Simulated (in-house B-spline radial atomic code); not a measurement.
Radial electron density of C VI (C5+), 1s1. Method: scalar-relativistic (X2C) CAM-B3LYP, spin-polarised, spherical fractional occupations, exact exchange averaged over the configuration, Fermi nucleus of rms radius 2.4702 fm. Calculated with a radial B-spline atomic code at the basis-set limit.

Columns: r (bohr), 4πr²n(r) (electrons per bohr), bar.

```
 0.00969  0.07412 #
  0.0109  0.09228 #
  0.0123   0.1154 ##
  0.0138   0.1424 ##
  0.0156   0.1778 ##
  0.0175   0.2184 ###
  0.0197   0.2692 ####
  0.0222   0.3313 #####
   0.025   0.4058 ######
  0.0282   0.4963 #######
  0.0317   0.6006 ########
  0.0357   0.7253 ##########
  0.0402   0.8703 ############
  0.0453    1.038 ##############
   0.051    1.228 #################
  0.0574    1.439 ####################
  0.0646     1.67 #######################
  0.0727    1.917 ##########################
  0.0819    2.176 ##############################
  0.0922    2.434 #################################
   0.104    2.685 ####################################
   0.117    2.904 #######################################
   0.132    3.084 ##########################################
   0.148    3.197 ###########################################
   0.167    3.237 ############################################
   0.188    3.186 ###########################################
   0.211    3.044 #########################################
   0.238      2.8 ######################################
   0.268    2.478 ##################################
   0.302    2.093 ############################
    0.34    1.684 #######################
   0.382    1.287 #################
   0.431   0.9128 ############
   0.485   0.6074 ########
   0.546   0.3725 #####
   0.615   0.2082 ###
   0.692   0.1058 #
   0.779  0.04783 #
   0.877  0.01903
```

On this grid the curve has 1 maximum, near 0.167 bohr.

The 1s up radial function P(r) = rR(r), positive near the nucleus:

```
r (bohr)        P
 0.00333  0.09814
 0.00423   0.1237
 0.00536   0.1553
 0.00679   0.1947
 0.00861   0.2437
  0.0109   0.3038
  0.0138   0.3774
  0.0175   0.4673
  0.0222   0.5756
  0.0282   0.7045
  0.0357   0.8516
  0.0453    1.019
  0.0574      1.2
  0.0727    1.385
  0.0922     1.56
   0.117    1.704
   0.148    1.788
   0.188    1.785
   0.238    1.673
   0.302    1.447
   0.382    1.134
   0.485   0.7793
   0.615   0.4563
   0.779   0.2187
```
